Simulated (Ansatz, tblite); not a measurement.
Adding an electron: Na2Te⁺ (the lowest doublet isomer of a short search). Total charge 1; doublet. Geometry: r2SCAN-D4/def2-TZVP. Ansatz, gas phase; energy differences of separate SCF runs; the reduced species is a singlet (the triplet lies 1.31 eV higher at PBE0-D4/def2-TZVP).

| atom | x (Å) | y (Å) | z (Å) |
| --- | --- | --- | --- |
| Na1 | 1.973 | 0.516 | 1.804 |
| Na2 | -1.378 | -0.628 | -2.263 |
| Te3 | -0.595 | 0.113 | 0.459 |

In the def2 sets Te takes a core potential; there is no spin–orbit coupling. The xTB rows come from tblite. The structure comes from a short search, and lower isomers may exist.

```tsv
level	−HOMO (eV)	−LUMO (eV)	vertical EA (eV)	HOMO–LUMO gap (eV)
GFN2-xTB	–	–	8.83	–
PBE-D4/def2-TZVP	8.32	7.98	5.42	0.34
PBE0-D4/def2-TZVP	9.20	6.92	5.26	2.27
```

**Question.** Estimate the rows for GFN1-xTB, r2SCAN-D4/def2-TZVP.

**Answer.** 
| level | −HOMO (eV) | −LUMO (eV) | vertical EA (eV) | HOMO–LUMO gap (eV) |
| --- | --- | --- | --- | --- |
| GFN1-xTB | – | – | 9.76 | – |
| r2SCAN-D4/def2-TZVP | 8.39 | 7.53 | 5.22 | 0.86 |

  HOMO and LUMO are the levels of the spin that leaves or enters (xTB has no such levels and no spin-polarisation term). Other spin states of the ions may lie lower, which would lower the ionisation energy or raise the affinity. Raw xTB energy differences between charge states are shifted by several eV; the methods need an empirical correction for them.
